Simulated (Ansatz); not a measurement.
**Nudged elastic band run: FH$_{8}$NOSi$_{2}$**

input.yaml

```yaml
crystal:
  periodic: [false, false, false]
  atoms:
    - { symbol: Si, position_ang: [-0.12895, 0.197598, -0.043771] }
    - { symbol: H, position_ang: [-0.12277, 0.254609, 1.472455] }
    - { symbol: Si, position_ang: [2.094228, 0.108138, -0.801299] }
    - { symbol: H, position_ang: [2.469113, -1.285709, -1.189384] }
    - { symbol: H, position_ang: [2.292038, 0.994798, -1.993543] }
    - { symbol: H, position_ang: [3.029297, 0.565836, 0.275025] }
    - { symbol: "N", position_ang: [-0.87019, 1.64845, -0.575485] }
    - { symbol: H, position_ang: [-1.788786, 1.910281, -0.233023] }
    - { symbol: H, position_ang: [-0.735254, 1.961667, -1.530344] }
    - { symbol: O, position_ang: [-0.976992, -1.166784, -0.49621] }
    - { symbol: H, position_ang: [-0.58241, -1.978212, -0.149952] }
    - { symbol: F, position_ang: [0.900075, -2.09697, 1.506329] }
    - { symbol: H, position_ang: [0.586603, -1.311302, 1.896302] }
basis:
  gaussian: { orbitals: def2-SVP }
hamiltonian:
  xc: pbe0
neb:
  order_check: false
  images: 5
  f_tol: 0.03
  max_iterations: 60
  final_atoms:
    - { symbol: Si, position_ang: [-0.20856396, -0.08956986, -0.53659683] }
    - { symbol: H, position_ang: [1.41591168, -0.88075032, 3.65994461] }
    - { symbol: Si, position_ang: [2.08078901, 0.05489401, -0.98872051] }
    - { symbol: H, position_ang: [2.76227257, -1.23597416, -0.66293733] }
    - { symbol: H, position_ang: [2.30765093, 0.36874085, -2.43284526] }
    - { symbol: H, position_ang: [2.70401717, 1.13937472, -0.16604273] }
    - { symbol: "N", position_ang: [-0.96153458, 1.41846103, -0.7508998] }
    - { symbol: H, position_ang: [-1.9651102, 1.49365594, -0.87486007] }
    - { symbol: H, position_ang: [-0.53530263, 2.28799428, -0.45765462] }
    - { symbol: O, position_ang: [-1.05602598, -1.15182208, -1.4831401] }
    - { symbol: H, position_ang: [-1.05318214, -2.06774635, -1.18977795] }
    - { symbol: F, position_ang: [-0.31115673, -0.68941734, 0.98854207] }
    - { symbol: H, position_ang: [0.98623688, -0.84544071, 3.03208853] }
  initial_path:
    images:
      - { positions_ang: [[-0.12895, 0.197598, -0.043771], [-0.12277, 0.254609, 1.472455], [2.094228, 0.108138, -0.801299], [2.469113, -1.285709, -1.189384], [2.292038, 0.994798, -1.993543], [3.029297, 0.565836, 0.275025], [-0.87019, 1.64845, -0.575485], [-1.788786, 1.910281, -0.233023], [-0.735254, 1.961667, -1.530344], [-0.976992, -1.166784, -0.49621], [-0.58241, -1.978212, -0.149952], [0.900075, -2.09697, 1.506329], [0.586603, -1.311302, 1.896302]] }
      - { positions_ang: [[-0.08580485, 0.12997151, -0.02849611], [-0.07917638, 0.16323842, 1.58563072], [2.09308996, 0.07838012, -0.78279169], [2.49920902, -1.30777605, -1.10195691], [2.24243255, 0.90431699, -2.00349873], [3.00164166, 0.61090651, 0.25697138], [-0.87084477, 1.59128988, -0.57992179], [-1.82349106, 1.74524051, -0.44459804], [-0.61017144, 2.1086843, -1.23828054], [-0.91170803, -1.23739678, -0.51910981], [-0.79775493, -1.936888, -0.0314534], [0.93417993, -1.89772021, 1.19827701], [0.57440033, -1.14984719, 1.82632791]] }
      - { positions_ang: [[-0.04265969, 0.06234503, -0.01322122], [-0.03558277, 0.07186783, 1.69880644], [2.09195192, 0.04862224, -0.76428437], [2.52930505, -1.3298431, -1.01452981], [2.1928271, 0.81383599, -2.01345447], [2.97398633, 0.65597702, 0.23891775], [-0.87149954, 1.53412975, -0.58435859], [-1.85819612, 1.58020001, -0.65617308], [-0.48508887, 2.2557016, -0.94621709], [-0.84642406, -1.30800957, -0.54200961], [-1.01309985, -1.895564, 0.08704521], [0.96828485, -1.69847042, 0.89022502], [0.56219765, -0.98839239, 1.75635382]] }
      - { positions_ang: [[0.00048546, -0.00528146, 0.00205367], [0.00801085, -0.01950275, 1.81198216], [2.09081389, 0.01886436, -0.74577706], [2.55940107, -1.35191014, -0.92710272], [2.14322165, 0.72335498, -2.0234102], [2.94633099, 0.70104752, 0.22086413], [-0.87215431, 1.47696963, -0.58879538], [-1.89290119, 1.41515952, -0.86774812], [-0.36000631, 2.4027189, -0.65415363], [-0.78114009, -1.37862235, -0.56490942], [-1.22844478, -1.85424, 0.20554381], [1.00238978, -1.49922063, 0.58217303], [0.54999498, -0.82693758, 1.68637973]] }
      - { positions_ang: [[-0.06919768, -0.03337759, -0.1774965], [0.47731112, -0.30658527, 2.42796964], [2.08747226, 0.03087424, -0.82675821], [2.6270249, -1.31326482, -0.83904759], [2.19803141, 0.60515027, -2.15988856], [2.86555972, 0.84715659, 0.09189518], [-0.90194773, 1.45746676, -0.64283019], [-1.91697086, 1.44132499, -0.87011877], [-0.41843842, 2.36447736, -0.58865396], [-0.87276872, -1.30302226, -0.87098631], [-1.1700239, -1.92540878, -0.25956344], [0.56454094, -1.2292862, 0.71762937], [0.69540895, -0.83310529, 2.13494933]] }
      - { positions_ang: [[-0.13888082, -0.06147373, -0.35704666], [0.9466114, -0.5936678, 3.04395712], [2.08413063, 0.04288413, -0.90773936], [2.69464874, -1.27461949, -0.75099246], [2.25284117, 0.48694556, -2.29636691], [2.78478845, 0.99326566, -0.03707377], [-0.93174116, 1.43796389, -0.696865], [-1.94104053, 1.46749046, -0.87248942], [-0.47687052, 2.32623582, -0.52315429], [-0.96439735, -1.22742217, -1.17706321], [-1.11160302, -1.99657757, -0.7246707], [0.1266921, -0.95935177, 0.85308572], [0.84082291, -0.839273, 2.58351893]] }
      - { positions_ang: [[-0.20856396, -0.08956986, -0.53659683], [1.41591168, -0.88075032, 3.65994461], [2.08078901, 0.05489401, -0.98872051], [2.76227257, -1.23597416, -0.66293733], [2.30765093, 0.36874085, -2.43284526], [2.70401717, 1.13937472, -0.16604273], [-0.96153458, 1.41846103, -0.7508998], [-1.9651102, 1.49365594, -0.87486007], [-0.53530263, 2.28799428, -0.45765462], [-1.05602598, -1.15182208, -1.4831401], [-1.05318214, -2.06774635, -1.18977795], [-0.31115673, -0.68941734, 0.98854207], [0.98623688, -0.84544071, 3.03208853]] }
```

Launched with:

```bash
$ ansatz run input.yaml --threads 4 --pin off --max-ram 5120MiB --backend cpu --events-out ev --progress --plain --runs-dir out
```

Output, in part (warnings, iteration lines, the closing report on the highest movable image, with atoms numbered from 0):

```
NEB end point (image 0): max|allowed force component| = 2.280e-2 eV/Å (the criterion of neb.relax_end_points is 1.000e-2)
NEB end point (image 6): max|allowed force component| = 1.594e-2 eV/Å (the criterion of neb.relax_end_points is 1.000e-2)
NEB iter   1: max|band force component| = 1.626e1 eV/Å  barrier→ = 3.4567 eV  barrier← = 4.6195 eV  Δτ_max = 0.2000 Å  (179 SCF iters)
NEB iter   2: max|band force component| = 2.554e0 eV/Å  barrier→ = 2.2121 eV  barrier← = 3.3749 eV  Δτ_max = 0.1968 Å  (149 SCF iters)
NEB iter   3: max|band force component| = 2.507e0 eV/Å  barrier→ = 1.2996 eV  barrier← = 2.4624 eV  Δτ_max = 0.2000 Å  (145 SCF iters)
NEB iter   4: max|band force component| = 3.094e0 eV/Å  barrier→ = 0.9102 eV  barrier← = 2.0730 eV  Δτ_max = 0.1023 Å  (144 SCF iters)
NEB iter   5: max|band force component| = 2.005e0 eV/Å  barrier→ = 0.9782 eV  barrier← = 2.1410 eV  Δτ_max = 0.1005 Å  (140 SCF iters)
NEB iter   6: max|band force component| = 9.194e-1 eV/Å  barrier→ = 0.9573 eV  barrier← = 2.1201 eV  CI = image 2  Δτ_max = 0.1992 Å  (137 SCF iters)
NEB iter   7: max|band force component| = 1.982e0 eV/Å  barrier→ = 1.1272 eV  barrier← = 2.2900 eV  CI = image 2  Δτ_max = 0.1016 Å  (142 SCF iters)
NEB iter   8: max|band force component| = 5.848e-1 eV/Å  barrier→ = 1.2067 eV  barrier← = 2.3695 eV  CI = image 2  Δτ_max = 0.2000 Å  (140 SCF iters)
NEB iter   9: max|band force component| = 5.379e-1 eV/Å  barrier→ = 1.1964 eV  barrier← = 2.3592 eV  CI = image 2  Δτ_max = 0.0995 Å  (135 SCF iters)
NEB iter  10: max|band force component| = 2.092e-1 eV/Å  barrier→ = 1.1562 eV  barrier← = 2.3191 eV  CI = image 2  Δτ_max = 0.1948 Å  (139 SCF iters)
NEB iter  11: max|band force component| = 4.792e-1 eV/Å  barrier→ = 1.1311 eV  barrier← = 2.2939 eV  CI = image 2  Δτ_max = 0.0992 Å  (134 SCF iters)
NEB iter  12: max|band force component| = 1.788e0 eV/Å  barrier→ = 1.1149 eV  barrier← = 2.2778 eV  CI = image 2  Δτ_max = 0.0504 Å  (140 SCF iters)
NEB iter  13: max|band force component| = 2.257e-1 eV/Å  barrier→ = 1.1072 eV  barrier← = 2.2700 eV  CI = image 2  Δτ_max = 0.1003 Å  (136 SCF iters)
NEB iter  14: max|band force component| = 1.271e-1 eV/Å  barrier→ = 1.0910 eV  barrier← = 2.2538 eV  CI = image 2  Δτ_max = 0.0990 Å  (140 SCF iters)
NEB iter  15: max|band force component| = 1.626e-1 eV/Å  barrier→ = 1.0759 eV  barrier← = 2.2387 eV  CI = image 2  Δτ_max = 0.0503 Å  (139 SCF iters)
NEB iter  16: max|band force component| = 1.458e-1 eV/Å  barrier→ = 1.0689 eV  barrier← = 2.2317 eV  CI = image 2  Δτ_max = 0.0501 Å  (130 SCF iters)
NEB iter  17: max|band force component| = 1.874e-1 eV/Å  barrier→ = 1.0624 eV  barrier← = 2.2252 eV  CI = image 2  Δτ_max = 0.0249 Å  (131 SCF iters)
NEB iter  18: max|band force component| = 1.521e-1 eV/Å  barrier→ = 1.0593 eV  barrier← = 2.2221 eV  CI = image 2  Δτ_max = 0.0499 Å  (133 SCF iters)
NEB iter  19: max|band force component| = 2.775e-1 eV/Å  barrier→ = 1.0536 eV  barrier← = 2.2164 eV  CI = image 2  Δτ_max = 0.0250 Å  (135 SCF iters)
NEB iter  20: max|band force component| = 1.437e-1 eV/Å  barrier→ = 1.0510 eV  barrier← = 2.2138 eV  CI = image 2  Δτ_max = 0.0496 Å  (123 SCF iters)
NEB iter  21: max|band force component| = 1.291e-1 eV/Å  barrier→ = 1.0466 eV  barrier← = 2.2095 eV  CI = image 2  Δτ_max = 0.0497 Å  (135 SCF iters)
NEB iter  22: max|band force component| = 1.104e-1 eV/Å  barrier→ = 1.0434 eV  barrier← = 2.2063 eV  CI = image 2  Δτ_max = 0.0248 Å  (129 SCF iters)
NEB iter  23: max|band force component| = 1.036e-1 eV/Å  barrier→ = 1.0422 eV  barrier← = 2.2051 eV  CI = image 2  Δτ_max = 0.0496 Å  (117 SCF iters)
NEB iter  24: max|band force component| = 2.957e-1 eV/Å  barrier→ = 1.0407 eV  barrier← = 2.2035 eV  CI = image 2  Δτ_max = 0.0248 Å  (131 SCF iters)
NEB iter  25: max|band force component| = 1.046e-1 eV/Å  barrier→ = 1.0402 eV  barrier← = 2.2031 eV  CI = image 2  Δτ_max = 0.0497 Å  (120 SCF iters)
NEB iter  26: max|band force component| = 1.058e-1 eV/Å  barrier→ = 1.0401 eV  barrier← = 2.2030 eV  CI = image 2  Δτ_max = 0.1041 Å  (113 SCF iters)
NEB iter  27: max|band force component| = 6.335e-1 eV/Å  barrier→ = 1.0401 eV  barrier← = 2.2029 eV  CI = image 2  Δτ_max = 0.0488 Å  (127 SCF iters)
NEB iter  28: max|band force component| = 1.153e-1 eV/Å  barrier→ = 1.0400 eV  barrier← = 2.2028 eV  CI = image 2  Δτ_max = 0.0991 Å  (115 SCF iters)
NEB iter  29: max|band force component| = 6.740e-1 eV/Å  barrier→ = 1.0400 eV  barrier← = 2.2028 eV  CI = image 2  Δτ_max = 0.0494 Å  (114 SCF iters)
NEB iter  30: max|band force component| = 1.749e-1 eV/Å  barrier→ = 1.0399 eV  barrier← = 2.2028 eV  CI = image 2  Δτ_max = 0.0984 Å  (109 SCF iters)
NEB iter  31: max|band force component| = 4.755e-1 eV/Å  barrier→ = 1.0399 eV  barrier← = 2.2028 eV  CI = image 2  Δτ_max = 0.0504 Å  (111 SCF iters)
NEB iter  32: max|band force component| = 1.216e-1 eV/Å  barrier→ = 1.0399 eV  barrier← = 2.2028 eV  CI = image 2  Δτ_max = 0.0976 Å  (108 SCF iters)
NEB iter  33: max|band force component| = 3.019e-1 eV/Å  barrier→ = 1.0399 eV  barrier← = 2.2028 eV  CI = image 2  Δτ_max = 0.0495 Å  (112 SCF iters)
NEB iter  34: max|band force component| = 1.024e-1 eV/Å  barrier→ = 1.0399 eV  barrier← = 2.2028 eV  CI = image 2  Δτ_max = 0.0488 Å  (105 SCF iters)
NEB iter  35: max|band force component| = 1.695e-1 eV/Å  barrier→ = 1.0399 eV  barrier← = 2.2028 eV  CI = image 2  Δτ_max = 0.0249 Å  (107 SCF iters)
NEB iter  36: max|band force component| = 6.122e-2 eV/Å  barrier→ = 1.0399 eV  barrier← = 2.2028 eV  CI = image 2  Δτ_max = 0.0182 Å  (109 SCF iters)
NEB iter  37: max|band force component| = 3.944e-2 eV/Å  barrier→ = 1.0399 eV  barrier← = 2.2028 eV  CI = image 2  Δτ_max = 0.0346 Å  (99 SCF iters)
NEB iter  38: max|band force component| = 7.691e-2 eV/Å  barrier→ = 1.0399 eV  barrier← = 2.2028 eV  CI = image 2  Δτ_max = 0.0174 Å  (98 SCF iters)
NEB iter  39: max|band force component| = 1.615e-1 eV/Å  barrier→ = 1.0399 eV  barrier← = 2.2028 eV  CI = image 2  Δτ_max = 0.0086 Å  (101 SCF iters)
NEB iter  40: max|band force component| = 6.970e-2 eV/Å  barrier→ = 1.0399 eV  barrier← = 2.2028 eV  CI = image 2  Δτ_max = 0.0173 Å  (100 SCF iters)
NEB iter  41: max|band force component| = 1.410e-2 eV/Å  barrier→ = 1.0399 eV  barrier← = 2.2028 eV  CI = image 2  Δτ_max = 0.0000 Å  (229 SCF iters)
Total energy: -22116.97969866 eV, -812.7840124987 hartree
Atom 0 at    -0.022897    -0.117012    -0.091308 Å, force    -0.000134    -0.000016    -0.000139 eV/Å
Atom 1 at    -0.093297     0.268184     1.624680 Å, force    -0.000032    -0.000021     0.000011 eV/Å
Atom 2 at     2.171676     0.040372    -0.860641 Å, force    -0.000006     0.000008     0.000023 eV/Å
Atom 3 at     2.583957    -1.294267    -1.384591 Å, force    -0.000009    -0.000007    -0.000017 eV/Å
Atom 4 at     2.328003     1.064089    -1.942847 Å, force     0.000008     0.000003    -0.000001 eV/Å
Atom 5 at     3.059815     0.423679     0.278501 Å, force    -0.000004    -0.000020    -0.000026 eV/Å
Atom 6 at    -0.840850     1.308948    -0.572825 Å, force    -0.000024    -0.000012     0.000022 eV/Å
Atom 7 at    -1.836275     1.448793    -0.439271 Å, force    -0.000001     0.000049     0.000014 eV/Å
Atom 8 at    -0.350178     2.164176    -0.800900 Å, force     0.000036    -0.000003     0.000005 eV/Å
Atom 9 at    -1.161020    -1.278097    -0.397570 Å, force     0.000225     0.000015     0.000097 eV/Å
Atom 10 at    -0.892098    -2.119604    -0.008626 Å, force    -0.000106    -0.000029    -0.000061 eV/Å
Atom 11 at     0.868812    -1.564378     1.085994 Å, force     0.000072     0.000042     0.000087 eV/Å
Atom 12 at     0.350355    -0.542484     1.646503 Å, force    -0.000025    -0.000010    -0.000016 eV/Å
Dipole moment:    -0.176456     0.408315     0.065923 e Å
```

It converged. Neighbouring images differ by up to 1.7 eV, so the band resolves the path poorly. A vibrational analysis at the climbing image gives one clearly imaginary mode, 848i cm⁻¹: a first-order saddle point. The orbitals stay closed-shell, which can raise the energy where a bond breaks towards radicals; this wasn't checked here.

Final band (atoms are numbered from 1 in the order of the input):

| image | path coordinate (Å) | energy (kJ/mol) | Si1–H2 (Å) | F12–H13 (Å) | Si1–F12 (Å) |
| --- | --- | --- | --- | --- | --- |
| 0 | 0.00 | 0.0 | 1.52 | 0.93 | 2.95 |
| 1 | 0.99 | 8.1 | 1.54 | 0.94 | 2.77 |
| 2 | 1.98 | 100.3 | 1.76 | 1.28 | 2.07 |
| 3 | 3.65 | -64.5 | 2.89 | 1.95 | 1.67 |
| 4 | 5.32 | -110.3 | 3.96 | 2.35 | 1.64 |
| 5 | 7.00 | -111.9 | 4.41 | 2.44 | 1.64 |
| 6 | 8.67 | -112.2 | 4.57 | 2.43 | 1.64 |

Run time: 15 min on 4 threads of AMD EPYC 7571, with other jobs on the host, peak memory 0.32 GiB.
